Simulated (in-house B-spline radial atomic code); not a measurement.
Configurations of Ho⁵⁺, with energies counted from [Kr] 4d10 4f9 5s2 5p5. Computed with a B-spline radial code for spherical atoms: scalar-relativistic (X2C) BHandHLYP, spin-polarised, spherical fractional occupations, exact exchange averaged over the configuration, Fermi nucleus of rms radius 5.2022 fm. Shells without spins written out take the highest spin.

Occupations are held fixed; configurations that lie above the ionisation limit could autoionise.

```csv
configuration,E - E(ref) (eV),highest orbital,its <r> (bohr)
[Xe] 4f8,-14.636,4f down,0.7169
[Kr] 4d10 4f8 5s2 5p5 5f1,47.358,5f up,2.821
[Kr] 4d10 4f9 5s2 5p4 6p1,49.326,6p up,2.888
[Kr] 4d10 4f8 5s2 5p5 6f1,58.965,6f up,5.065
[Kr] 4d9 4f9 5s2 5p5 5d1,180.46,5d up,1.708
[Kr] 4d9 4f9 5s2 5p5 6p1,199.21,6p up,2.859
```

(1) Order these further configurations by energy, lowest first.
A. [Kr] 4d9 4f9 5s2 5p6
B. [Kr] 4d9 4f9 5s2 5p5 6s1
C. [Kr] 4d10 4f8 5s2 5p5 6p1
D. [Kr] 4d10 4f9 5s2 5p4 6d1
E. [Kr] 4d10 4f8 5s2 5p5 5d1

(2) How far above the reference does [Kr] 4d9 4f10 5s2 5p5 lie?

(3) Is the reference the lowest configuration at this level of theory?

Results:

(1) E (18.306 eV), C (37.001 eV), D (60.433 eV), A (147.29 eV), B (190.86 eV).

(2) 161.77 eV; its least bound orbital is 4f down with <r> = 0.7327 bohr.

(3) No: [Xe] 4f8 lies 14.64 eV lower with this functional.
